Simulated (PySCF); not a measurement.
Compound: C6H6F2O.
SMILES with atom numbers: `[F:1][CH2:2][C:3]1=[CH:4][C@@H:5]([F:6])[CH:7]=[CH:8][O:9]1` (hydrogens: H10, H11 on C2; H12 on C4; H13 on C5; H14 on C7; H15 on C8)

Cartesian coordinates in Å at the GFN2-xTB level; atoms count from 1:
```
atom  x, y, z in Å
F1     2.915   -0.919   -0.121
C2     2.310    0.302   -0.058
C3     0.811    0.174   -0.034
C4     0.148   -0.979   -0.050
C5    -1.344   -1.036    0.019
F6    -1.724   -1.642    1.233
C7    -1.916    0.345   -0.033
C8    -1.137    1.420   -0.018
O9     0.219    1.403   -0.026
H10    2.633    0.875   -0.936
H11    2.665    0.799    0.852
H12    0.687   -1.911   -0.054
H13   -1.772   -1.699   -0.747
H14   -2.987    0.445   -0.023
H15   -1.513    2.432   -0.025
```

The closed-shell SCF was solved with PySCF and density fitting under several settings on one GFN2-xTB geometry (grid level 2 and gas phase unless stated).

```json
{"settings": "PBE0/pcSseg-1", "basis functions": "183", "SCF cycles": "14", "E (Eh)": "-506.5162", "HOMO (eV)": "-7.20", "LUMO (eV)": "-0.20", "dipole (D)": "2.69"}
{"settings": "PBE0/def2-SVPD", "basis functions": "237", "SCF cycles": "14", "E (Eh)": "-506.2247", "HOMO (eV)": "-7.26", "LUMO (eV)": "-0.29", "dipole (D)": "2.71"}
{"settings": "B3LYP/3-21G, grid level 1", "basis functions": "93", "SCF cycles": "11", "E (Eh)": "-504.3233", "HOMO (eV)": "-6.53", "LUMO (eV)": "0.07", "dipole (D)": "2.40"}
{"settings": "PBE0/IGLO-II, IEF-PCM dimethylsulfoxide, start guess vsap", "basis functions": "234", "SCF cycles": "11", "E (Eh)": "-506.7139", "HOMO (eV)": "-7.08", "LUMO (eV)": "-0.05", "dipole (D)": "3.40"}
```

Q: Estimate the row for these settings: PBE0/6-31G, IEF-PCM dichloromethane, grid level 1, fitting basis def2-universal-jkfit.

A: 
```
                                                                             settings  basis functions  SCF cycles     E (Eh)  HOMO (eV)  LUMO (eV)  dipole (D)
PBE0/6-31G, IEF-PCM dichloromethane, grid level 1, fitting basis def2-universal-jkfit               93          10  -506.4354      -6.93       0.20        3.26
```

Q: Over all rows, what range does the HOMO–LUMO gap span?

A: From 6.60 eV (B3LYP/3-21G, grid level 1) to 7.13 eV (PBE0/6-31G, IEF-PCM dichloromethane, grid level 1, fitting basis def2-universal-jkfit). The functional of the narrowest has 20 % exact exchange, that of the widest 25 % exact exchange.

Q: And the dipole moment?

A: From 2.40 D (B3LYP/3-21G, grid level 1) to 3.40 D (PBE0/IGLO-II, IEF-PCM dimethylsulfoxide, start guess vsap); the largest is 1.42 times the smallest, and the median is 2.71 D.

Q: Compare two rows with the functional PBE0: PBE0/pcSseg-1 and PBE0/def2-SVPD. Which energy is lower, and by how much?

A: PBE0/pcSseg-1 (183 functions) lies 0.2915 Eh or 183 kcal/mol below PBE0/def2-SVPD (237 functions). The smaller set gives the lower energy; the two sets aren't nested, so the variational bound doesn't order them by size.

Whole jobs, the steps after the SCF included, on one thread, Intel Xeon Platinum 8559C (x86_64), shared host:

```csv
settings,work after the SCF,wall time,peak memory
PBE0/pcSseg-1,"shieldings, ring-centre shieldings, charges and field gradients",26 s,0.90 GiB
PBE0/def2-SVPD,"6 singlets by full TDDFT, 2 Tamm–Dancoff triplets, polarisability",44 s,0.89 GiB
"B3LYP/3-21G, grid level 1","6 singlets by TDA, polarisability",6.5 s,0.50 GiB
"PBE0/IGLO-II, IEF-PCM dimethylsulfoxide, start guess vsap","spin–spin couplings from 8 perturbed nuclei, spin–dipole term for 2 of them",49 s,0.98 GiB
"PBE0/6-31G, IEF-PCM dichloromethane, grid level 1, fitting basis def2-universal-jkfit","shieldings, ring-centre shieldings",7.0 s,0.71 GiB
```

Cycle counts include a coarse-grid stage where the run had one. Geometry: GFN2-xTB, one conformer.
